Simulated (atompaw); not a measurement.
## How hard is this I PAW (atompaw) potential?

| Item | Value |
| --- | --- |
| Element | iodine (I) |
| Generator | atompaw 4.2.0.5 |
| Type | PAW |
| Functional | PBE |
| Relativity | scalar-relativistic |
| Frozen core | [Kr] |
| Valence charge | 17 |
| Reference configuration | 4d10 5s2 5p4 (charge +1) |
| Partial waves | 5s (bound): rc 1.90 bohr; 5s channel at 1.6 Ry: rc 1.90 bohr; 5p (bound): rc 1.80 bohr; 5p channel at -0.7 Ry: rc 1.90 bohr; 4d (bound): rc 1.55 bohr; 4d channel at -0.7 Ry: rc 1.90 bohr |
| Local potential | troulliermartins scheme with l = 3 at 0 Ry, radius 1.50 bohr |
| Core correction | smooth core density matched at 1.55 bohr |
| Augmentation charge | sinc compensation charge, radius 1.65 bohr; PAW radius 1.90 bohr; waves and projectors: custom rrkj vanderbiltortho |

The pseudo-atom Hamiltonian at the reference potential is diagonalised in spherical Bessel functions j_l(qr) that vanish at 20 bohr, with q² up to the cutoff. All-electron valence levels (Ry): 5s -1.9294, 5p -1.1281, 4d -4.3963.

How do the lowest levels (Ry) of each channel move with the cutoff, and are there ghosts?

| cutoff (Ry) | s #1 | s #2 | s #3 | p #1 | p #2 | p #3 | d #1 | f #1 | Σ f·Δε (mRy) |
| --- | --- | --- | --- | --- | --- | --- | --- | --- | --- |
| 8 | -1.9275 | -0.3867 | -0.1259 | -1.1401 | -0.2399 | -0.0813 | -0.2913 | -0.0550 | 41101.8 |
| 18 | -33.0707 | -1.9290 | -0.3826 | -4.1188 | -1.1276 | -0.2367 | -0.2941 | -0.0552 | 41025.6 |
| 35 | -83.5214 | -1.9294 | -0.3827 | -6.6557 | -1.1282 | -0.2368 | -4.3523 | -0.0554 | 440.7 |
| 50 | -86.2969 | -1.9294 | -0.3827 | -7.1280 | -1.1282 | -0.2368 | -4.3949 | -0.0555 | 14.4 |
| 80 | -86.6887 | -1.9295 | -0.3827 | -7.3074 | -1.1282 | -0.2368 | -4.3962 | -0.0558 | 1.4 |
| 120 | -86.7802 | -1.9295 | -0.3827 | -7.3766 | -1.1282 | -0.2368 | -4.3963 | -0.0558 | 0.3 |
| 400 | -86.8188 | -1.9295 | -0.3827 | -7.3859 | -1.1282 | -0.2368 | -4.3963 | -0.0558 | 0.0 |

Result: ghost states, extra bound levels that the all-electron valence spectrum of the same l lacks: s at -1181.2 eV, p at -100.5 eV (a true bound ghost makes a file unfit for plane-wave use); 10 mRy is reached at 60 Ry and 1 mRy at 100 Ry.
